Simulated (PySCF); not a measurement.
How the method moves the HOMO and LUMO of `C=Cc1ccccc1`

Compound: C₈H₈.
Z-matrix (Å and degrees, PBE0-D3(BJ)/def2-SVP geometry), rows numbered from 1:
```
C 
C   1  1.3383
C   2  1.4683  1  127.27
C   3  1.4053  2  122.98  1     0.43
C   4  1.3896  3  120.89  2  -179.94
C   5  1.3967  4  120.38  3     0.02
C   6  1.3930  5  119.49  4    -0.04
C   7  1.3928  6  120.04  5     0.02
H   1  1.0921  2  120.69  3   179.98
H   1  1.0935  2  122.61  3    -0.01
H   2  1.0962  1  118.12  3  -179.92
H   4  1.0922  3  119.80  2     0.06
H   5  1.0928  4  119.67  3   180.00
H   6  1.0925  5  120.21  4   179.99
H   7  1.0927  6  120.16  5  -179.96
H   8  1.0936  3  119.01  2    -0.07
```

Basis pcSseg-1 throughout (PySCF), one geometry. Isolated species at its PBE0-D3(BJ)/def2-SVP geometry (one conformer only).

Question: How do the orbital energies, the gap and the dipole change with the method?

Answer: 
```csv
method,kind,HOMO (eV),LUMO (eV),gap (eV),μ (D),SCF cycles
B97-D,GGA,-5.59,-1.87,3.73,0.17,15
OPBE,GGA,-5.67,-1.89,3.78,0.14,15
KT2,GGA,-5.68,-1.95,3.72,0.17,15
PBE,GGA,-5.69,-1.98,3.71,0.17,14
LDA,LDA,-5.90,-2.22,3.68,0.17,14
B3LYP,global hybrid,-6.39,-1.28,5.11,0.17,13
PBE0,global hybrid,-6.62,-1.12,5.49,0.15,13
wB97X-D,range-separated hybrid,-8.33,0.57,8.90,0.14,12
```

The HOMO spans 2.73 eV, from B97-D down to wB97X-D, and the gap runs from 3.68 eV (LDA) to 8.90 eV (wB97X-D). Over the methods B97-D (0 %), OPBE (0 %), KT2 (0 %), PBE (0 %), LDA (0 %), B3LYP (20 %), PBE0 (25 %), a straight line through the gap against the share of exact exchange rises by 0.70 eV for each 10 % (correlation coefficient 0.999). The dipole ranges from 0.14 D (wB97X-D) to 0.17 D (B97-D). This basis has no diffuse functions.

The vertical ΔSCF ionisation energy at wB97X-D/def2-SVPD is 8.40 eV; −ε(HOMO) comes closest to it with wB97X-D (8.33 eV).
